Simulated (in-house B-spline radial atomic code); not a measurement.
Orbital energies and mean radii along the 8-electron series, configuration 1s2 2s2 2p1/2(2) 2p3/2(2). The effective charge is n√(-2ε), a non-relativistic measure. Computed with a radial B-spline atomic code at the basis-set limit: Dirac-Hartree-Fock, jj configuration that fills j = l - 1/2 first, finite nuclei.

```json
{"ion": "Ba48+", "Z": "56", "energy of 2s1/2 (Eh)": "-348.76", "mean radius of 2s1/2 (bohr)": "0.10583", "energy of 1s1/2 (Eh)": "-1526.69", "mean radius of 1s1/2 (bohr)": "0.025514", "effective charge of 2s1/2": "52.821"}
{"ion": "La49+", "Z": "57", "energy of 2s1/2 (Eh)": "-363.23", "mean radius of 2s1/2 (bohr)": "0.10363", "energy of 1s1/2 (Eh)": "-1586.31", "mean radius of 1s1/2 (bohr)": "0.025004", "effective charge of 2s1/2": "53.906"}
{"ion": "Ce50+", "Z": "58", "energy of 2s1/2 (Eh)": "?", "mean radius of 2s1/2 (bohr)": "?", "energy of 1s1/2 (Eh)": "?", "mean radius of 1s1/2 (bohr)": "?", "effective charge of 2s1/2": "?"}
{"ion": "Pr51+", "Z": "59", "energy of 2s1/2 (Eh)": "?", "mean radius of 2s1/2 (bohr)": "?", "energy of 1s1/2 (Eh)": "?", "mean radius of 1s1/2 (bohr)": "?", "effective charge of 2s1/2": "?"}
{"ion": "Nd52+", "Z": "60", "energy of 2s1/2 (Eh)": "-408.72", "mean radius of 2s1/2 (bohr)": "0.09745", "energy of 1s1/2 (Eh)": "-1773.07", "mean radius of 1s1/2 (bohr)": "0.023571", "effective charge of 2s1/2": "57.182"}
{"ion": "Pm53+", "Z": "61", "energy of 2s1/2 (Eh)": "-424.59", "mean radius of 2s1/2 (bohr)": "0.095522", "energy of 1s1/2 (Eh)": "-1838.01", "mean radius of 1s1/2 (bohr)": "0.023122", "effective charge of 2s1/2": "58.281"}
{"ion": "Sm54+", "Z": "62", "energy of 2s1/2 (Eh)": "?", "mean radius of 2s1/2 (bohr)": "?", "energy of 1s1/2 (Eh)": "?", "mean radius of 1s1/2 (bohr)": "?", "effective charge of 2s1/2": "?"}
{"ion": "Eu55+", "Z": "63", "energy of 2s1/2 (Eh)": "-457.42", "mean radius of 2s1/2 (bohr)": "0.091845", "energy of 1s1/2 (Eh)": "-1972", "mean radius of 1s1/2 (bohr)": "0.022265", "effective charge of 2s1/2": "60.492"}
{"ion": "Gd56+", "Z": "64", "energy of 2s1/2 (Eh)": "-474.39", "mean radius of 2s1/2 (bohr)": "0.090089", "energy of 1s1/2 (Eh)": "-2041.09", "mean radius of 1s1/2 (bohr)": "0.021854", "effective charge of 2s1/2": "61.604"}
{"ion": "Tb57+", "Z": "65", "energy of 2s1/2 (Eh)": "-491.74", "mean radius of 2s1/2 (bohr)": "0.088384", "energy of 1s1/2 (Eh)": "-2111.62", "mean radius of 1s1/2 (bohr)": "0.021455", "effective charge of 2s1/2": "62.721"}
{"ion": "Dy58+", "Z": "66", "energy of 2s1/2 (Eh)": "-509.46", "mean radius of 2s1/2 (bohr)": "0.086728", "energy of 1s1/2 (Eh)": "-2183.55", "mean radius of 1s1/2 (bohr)": "0.021068", "effective charge of 2s1/2": "63.841"}
{"ion": "Ho59+", "Z": "67", "energy of 2s1/2 (Eh)": "-527.59", "mean radius of 2s1/2 (bohr)": "0.085119", "energy of 1s1/2 (Eh)": "-2256.96", "mean radius of 1s1/2 (bohr)": "0.020691", "effective charge of 2s1/2": "64.967"}
```

(1) Fill in the row of Ce50+.

(2) Fill in the row of Pr51+.

(3) Fill in the row of Sm54+.

(4) How does the screening of 2s1/2 change?

Answers

(1) energy of 2s1/2 (Eh): -378.04; mean radius of 2s1/2 (bohr): 0.1015; energy of 1s1/2 (Eh): -1647.23; mean radius of 1s1/2 (bohr): 0.024511; effective charge of 2s1/2: 54.994.

(2) energy of 2s1/2 (Eh): -393.2; mean radius of 2s1/2 (bohr): 0.09944; energy of 1s1/2 (Eh): -1709.48; mean radius of 1s1/2 (bohr): 0.024033; effective charge of 2s1/2: 56.086.

(3) energy of 2s1/2 (Eh): -440.82; mean radius of 2s1/2 (bohr): 0.093655; energy of 1s1/2 (Eh): -1904.31; mean radius of 1s1/2 (bohr): 0.022687; effective charge of 2s1/2: 59.385.

(4) Z less the effective charge goes from 3.18 at Z = 56 to 2.03 at Z = 67.
